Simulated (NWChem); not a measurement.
All runs are NWChem calculations. System: H4AlClS, charge 1, spin multiplicity 2, at the geometry of a parent with another charge or spin, in a state set for the comparison that need not be this species' ground state. Its SCF solution wasn't tested for a lower state.

Job file:

```
start mol
memory heap 200 mb stack 900 mb global 1100 mb
charge 1
geometry units angstroms nocenter noautoz noautosym
  Al    -0.685679    -0.720841    -0.484818
  H     -0.352709    -2.232019    -0.130238
  H     -2.161303    -0.160613    -0.654550
  Cl     0.851272     0.359520    -1.518715
  S     -0.248422     0.251612     1.851666
  H      1.093513     0.084593     1.825508
  H     -0.162553     1.541344     1.453395
end
basis spherical
  * library sto-3g
end
dft
  xc xpbe96 cpbe96
  odft
  mult 2
  semidirect memsize 60000000 filesize 0
  iterations 100
end
task dft energy
```

The output up to the point where the run's verdict is printed (cleaned and shortened):

```
             Northwest Computational Chemistry Package (NWChem) 7.3.0
             --------------------------------------------------------

                                NWChem Input Module
                                -------------------

 Scaling coordinates for geometry "geometry" by  1.889725989
 (inverse scale =  0.529177249)

                             Geometry "geometry" -> ""
                             -------------------------

 Output coordinates in angstroms (scale by  1.889725989 to convert to a.u.)

  No.       Tag          Charge          X              Y              Z
 ---- ---------------- ---------- -------------- -------------- --------------
    1 Al                  13.0000    -0.68567900    -0.72084100    -0.48481800
    2 H                    1.0000    -0.35270900    -2.23201900    -0.13023800
    3 H                    1.0000    -2.16130300    -0.16061300    -0.65455000
    4 Cl                  17.0000     0.85127200     0.35952000    -1.51871500
    5 S                   16.0000    -0.24842200     0.25161200     1.85166600
    6 H                    1.0000     1.09351300     0.08459300     1.82550800
    7 H                    1.0000    -0.16255300     1.54134400     1.45339500

 Effective nuclear repulsion energy (a.u.)     181.0869783726

            Nuclear Dipole moment (a.u.)
            ----------------------------
        X                 Y               Z
 ---------------- ---------------- ----------------
    -0.0000132281     0.0000075589    -0.0000340151


 Summary of "ao basis" -> "" (spherical)
 ------------------------------------------------------------------------------
       Tag                 Description            Shells   Functions and Types
 ---------------- ------------------------------  ------  ---------------------
 *                           sto-3g                   on all atoms

  pbe96 is a nonlocal functional; adding pw91lda local functional.

                                 NWChem DFT Module
                                 -----------------

 Summary of "ao basis" -> "ao basis" (spherical)
 ------------------------------------------------------------------------------
[...]
 d= 0,ls=0.5,diis    75  -1090.1188039857 -3.96D-05  4.44D-05  1.03D-04    16.8
                                                     4.01D-04  8.25D-05
 d= 0,ls=0.5,diis    76  -1090.1188179129 -1.39D-05  2.16D-05  1.31D-04    17.0
                                                     4.14D-04  9.94D-05
 d= 0,ls=0.5,diis    77  -1090.1188365517 -1.86D-05  2.71D-05  1.56D-04    17.2
                                                     4.41D-04  1.15D-04
 d= 0,ls=0.5,diis    78  -1090.1188465115 -9.96D-06  1.01D-04  1.90D-04    17.4
                                                     4.96D-04  1.36D-04
 d= 0,ls=0.5,diis    79  -1090.1188169141  2.96D-05  3.46D-05  2.68D-04    17.6
                                                     5.04D-04  1.82D-04
 d= 0,ls=0.5,diis    80  -1090.1188084965  8.42D-06  4.18D-05  3.23D-04    17.8
                                                     5.21D-04  2.17D-04
 d= 0,ls=0.5,diis    81  -1090.1188126200 -4.12D-06  1.22D-04  3.71D-04    18.0
                                                     4.80D-04  2.37D-04
 d= 0,ls=0.5,diis    82  -1090.1188807816 -6.82D-05  1.94D-04  3.50D-04    18.3
                                                     4.55D-04  2.25D-04
 d= 0,ls=0.5,diis    83  -1090.1189828148 -1.02D-04  2.05D-04  2.96D-04    18.5
                                                     4.27D-04  1.97D-04
 d= 0,ls=0.5,diis    84  -1090.1190889957 -1.06D-04  4.79D-04  2.35D-04    18.7
                                                     3.71D-04  1.61D-04
 d= 0,ls=0.5,diis    85  -1090.1192841916 -1.95D-04  3.67D-04  8.10D-05    18.9
                                                     3.07D-04  6.63D-05
 d= 0,ls=0.5,diis    86  -1090.1193809778 -9.68D-05  3.72D-04  1.93D-05    19.1
                                                     2.79D-04  2.70D-05
 d= 0,ls=0.5,diis    87  -1090.1194213819 -4.04D-05  2.56D-04  2.43D-06    19.3
                                                     2.21D-04  1.72D-05
 d= 0,ls=0.5,diis    88  -1090.1194196473  1.73D-06  1.57D-04  1.82D-05    19.5
                                                     1.73D-04  2.88D-05
 d= 0,ls=0.5,diis    89  -1090.1194092542  1.04D-05  8.59D-05  3.75D-05    19.7
                                                     1.76D-04  4.27D-05
 d= 0,ls=0.5,diis    90  -1090.1194404711 -3.12D-05  7.13D-05  2.08D-05    19.9
                                                     1.38D-04  3.05D-05
 d= 0,ls=0.5,diis    91  -1090.1194423443 -1.87D-06  4.77D-05  2.94D-05    20.1
                                                     1.48D-04  3.73D-05
 d= 0,ls=0.5,diis    92  -1090.1194618182 -1.95D-05  4.79D-05  2.32D-05    20.3
                                                     1.62D-04  3.20D-05
 d= 0,ls=0.5,diis    93  -1090.1194849512 -2.31D-05  3.60D-05  1.44D-05    20.5
                                                     1.69D-04  2.42D-05
 d= 0,ls=0.5,diis    94  -1090.1195056045 -2.07D-05  3.10D-05  8.96D-06    20.8
                                                     1.48D-04  1.90D-05
 d= 0,ls=0.5,diis    95  -1090.1195186296 -1.30D-05  3.16D-05  8.84D-06    21.0
                                                     1.48D-04  1.83D-05
 d= 0,ls=0.5,diis    96  -1090.1195313036 -1.27D-05  4.97D-05  8.54D-06    21.2
                                                     1.31D-04  1.78D-05
 d= 0,ls=0.5,diis    97  -1090.1195388963 -7.59D-06  3.19D-05  1.12D-05    21.4
                                                     1.28D-04  2.00D-05
 d= 0,ls=0.5,diis    98  -1090.1195478911 -8.99D-06  1.43D-05  1.23D-05    21.6
                                                     1.38D-04  2.05D-05
 d= 0,ls=0.5,diis    99  -1090.1195615001 -1.36D-05  1.56D-04  9.63D-06    21.9
                                                     1.19D-04  1.81D-05
 d= 0,ls=0.5,diis   100  -1090.1195465152  1.50D-05  1.29D-04  2.70D-05    22.1
                                                     1.02D-04  3.24D-05
```

Convergence was not reached. The next line reads: Calculation failed to converge. NWChem stopped with the message: dft energy failed.
